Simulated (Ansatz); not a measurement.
The first iterations of a band of CH5AlF2O + FH (12 atoms, charge 0, multiplicity 1).

The calculation used RKS PBE/cc-pVDZ (Ansatz 0.2.0).

```
movable images  : 7
climbing image  : yes
spring          : 5.0 eV/Å²
optimiser       : quadratic models (default)
start path      : through a guess of the saddle point
force threshold : 0.05 eV/Å
iteration limit : 60
end points      : relaxed
```

First end point:

```xyz
12
Properties=species:S:1:pos:R:3
Al -0.488 -0.994 0.082
C 0.916 -0.058 1.135
F 0.028 -1.801 -1.345
F -1.707 -1.785 0.983
H -0.799 1.110 -1.098
O -1.513 0.468 -0.803
H 1.072 1.056 -0.438
F 0.771 1.634 -1.149
H 0.569 0.868 1.642
H 1.163 -0.772 1.952
H 1.912 0.135 0.671
H -1.923 0.139 -1.631
```

Last end point:

```xyz
12
Properties=species:S:1:pos:R:3
Al -0.732 0.005 -0.295
C 1.763 -0.063 1.384
F -0.066 -1.408 -1.001
F -1.535 -0.119 1.201
H -2.095 0.900 -2.158
O -2.229 0.078 -1.638
H 1.779 0.900 0.839
F -0.110 1.526 -0.780
H 0.869 -0.113 2.036
H 1.756 -0.906 0.665
H 2.669 -0.141 2.015
H -2.069 -0.659 -2.269
```

| iteration | highest image above the first end (eV) | largest band force component (eV/Å) |
| --- | --- | --- |
| 1 | 2.434 | 13.689 |
| 2 | 0.888 | 2.970 |
| 3 | 0.578 | 2.963 |
| 4 | 0.459 | 3.540 |
| 5 | 0.284 | 1.504 |
| 6 | 0.311 | 1.060 |
| 7 | 0.275 | 0.864 |
| 8 | 0.206 | 0.658 |

**Question.** Does the band converge within its limit, and where does its top end?

**Answer.** It converged. It ended after 25 iterations with the highest image 0.273 eV above the first end. A vibrational analysis at the climbing image gives one clearly imaginary mode, 853i cm⁻¹: a first-order saddle point. The orbitals stay closed-shell, which can raise the energy where a bond breaks towards radicals; this wasn't checked here.

Run time: 5 min on 2 threads of Intel(R) Xeon(R) Platinum 8488C (Sapphire Rapids), with other jobs on the host, peak memory 0.18 GiB.
